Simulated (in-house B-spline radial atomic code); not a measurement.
**Two electrons outside the [He] 2s2 2p6 core: neutral magnesium**

Computed with an all-electron radial atomic-structure program (B-spline basis): configuration interaction (CI) of the two valence electrons in the field of the frozen Dirac-Fock core, alone and with many-body perturbation theory for the core (screened one- and two-electron correlation potentials), Breit and QED terms; no-pair Dirac Hamiltonian, finite nucleus. Labels give the configuration (outer n counted up each series) and the leading LS term, or the jj pair where no LS term holds 70 %.

Command:
```bash
python run_mb.py task.json out
```
Settings (nuclear radius in fm, box in bohr, cutoff in hartree):
```
basis_form          3
Z                   12
core_configuration  [He] 2s2 2p6
rms_radius          3.057
mass_number         24
speed_of_light      137.036
box_radius          45.0
lmax                6
intervals           69
virtual_cutoff      300.0
```

Cost of the run: 65 s on 1 thread of Intel(R) Xeon(R) Platinum 8488C (shared host).

Excitation energies (cm⁻¹):

```csv
level,purity of the LS term,CI alone,CI + MBPT + Breit + QED,Landé g of the LS mixture,measured (NIST)
3s2 1S0,1.0,0,0,-,0
3s3p 3P°0,1.0,20913,21791,-,21850
3s3p 3P°1,1.0,20933,21811,1.50,21870
3s3p 3P°2,1.0,20974,21850,1.50,21911
3s3p 1P°1,1.0,34467,35017,1.00,35051
3s4s 3S1,1.0,?,?,?,?
3s4s 1S0,1.0,42674,43477,-,43503
3s3d 1D2,1.0,45119,46339,1.00,46403
3s4p 3P°0,1.0,46926,47806,-,47841
3s4p 3P°1,1.0,?,?,?,?
3s4p 3P°2,1.0,46937,47815,1.50,47851
3s3d 3D3,1.0,46965,47908,1.33,47957
```

Problem. Where does 3s4p 3P°1 lie?

Solution. 46930 cm⁻¹ in CI alone and 47809 cm⁻¹ with all corrections; g = 1.50; measured 47844 cm⁻¹.

Problem. Where does 3s4s 3S1 lie?

Solution. 40413 cm⁻¹ in CI alone and 41176 cm⁻¹ with all corrections; g = 2.00; measured 41197 cm⁻¹.

Problem. What is the first ionisation energy?

Solution. 7.6412 eV to the 3s1/2 state of the next ion (7.5291 eV from CI alone). NIST lists 7.646236 ± 4e-06 eV (measured).

Some electric-dipole lines (reduced elements in atomic units, length form; vacuum wavelengths from the computed energies):

```tsv
upper	lower	D bare (size)	D with core polarisation (size)	λ (nm)	A (s⁻¹)
3s3p 3P°1	3s2 1S0	0.00553	0.00543	458.49	2.1e+02
3s3p 1P°1	3s2 1S0	4.08	4.03	285.58	4.7e+08
3s4s 1S0	3s3p 3P°1	0.00268	0.00268	461.54	1.5e+02
3s3d 1D2	3s3p 3P°1	0.00533	0.00525	407.7	1.7e+02
```

Weak lines are less accurate than strong ones.
